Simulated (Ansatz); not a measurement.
Geometry optimisation, RKS B3LYP/def2-mTZVP in Ansatz.

input.yaml

```yaml
crystal:
  periodic: [false, false, false]
  atoms:
    - { symbol: B, position_ang: [0.099326, -0.837738, 0.390605] }
    - { symbol: Br, position_ang: [-0.752288, 2.045067, -1.076465] }
    - { symbol: F, position_ang: [-0.198427, -1.669933, -0.587614] }
    - { symbol: F, position_ang: [-0.691914, -0.776091, 1.443532] }
    - { symbol: H, position_ang: [0.471603, 1.429062, -0.511895] }
    - { symbol: H, position_ang: [1.0717, -0.190267, 0.341937] }
basis:
  gaussian: { orbitals: def2-mTZVP }
hamiltonian:
  xc: b3lyp
relax:
  f_tol: 0.03
  max_steps: 50
output:
  orbitals: {}
```

Command:

```bash
$ ansatz run input.yaml --threads 2 --pin off --max-ram 3072MiB --backend cpu --events-out ev --progress --plain --runs-dir out
```

Problem. Where does it end, and by what steps?

Solution. It converged. The force dipped under the threshold on the way, but the program's further checks kept it going. After 24 steps the energy has fallen by 0.156 eV; H5 moved furthest, 1.35 Å.

| step | energy less start (eV) | largest force component (eV/Å) | accepted |
| --- | --- | --- | --- |
| 0 | 0.0000 | 0.762 | yes |
| 1 | -0.0553 | 0.721 | yes |
| 2 | -0.0994 | 0.492 | yes |
| 3 | -0.1060 | 0.373 | yes |
| 4 | -0.1155 | 0.305 | yes |
| 5 | -0.1272 | 0.124 | yes |
| 6 | -0.1348 | 0.091 | yes |
| 7 | -0.1372 | 0.224 | yes |
| 8 | -0.1267 | 0.871 | no |
| 9 | -0.1432 | 0.042 | yes |
| 10 | -0.1429 | 0.403 | no |
| 11 | -0.1456 | 0.057 | yes |
| 12 | -0.1460 | 0.169 | yes |
| 13 | -0.1502 | 0.055 | yes |
| 14 | -0.1510 | 0.027 | yes |
| 15 | -0.1420 | 0.652 | no |
| 16 | -0.1532 | 0.134 | yes |
| 17 | -0.1551 | 0.014 | yes |
| 18 | -0.1473 | 0.296 | no |
| 19 | -0.1547 | 0.117 | no |
| 20 | -0.1548 | 0.114 | no |
| 21 | -0.1554 | 0.016 | yes |
| 22 | -0.1558 | 0.059 | yes |
| 23 | -0.1559 | 0.041 | yes |
| 24 | -0.1560 | 0.008 | yes |

```xyz
6
Properties=species:S:1:pos:R:3
B 0.103 -1.154 0.530
Br -0.776 2.037 -1.081
F -0.270 -1.875 -0.511
F -0.760 -0.987 1.515
H 0.512 2.673 -1.046
H 1.191 -0.694 0.592
```

The run took 48 s on 2 threads of Intel(R) Xeon(R) Platinum 8488C (Sapphire Rapids), on a shared host, peak memory 0.21 GiB.
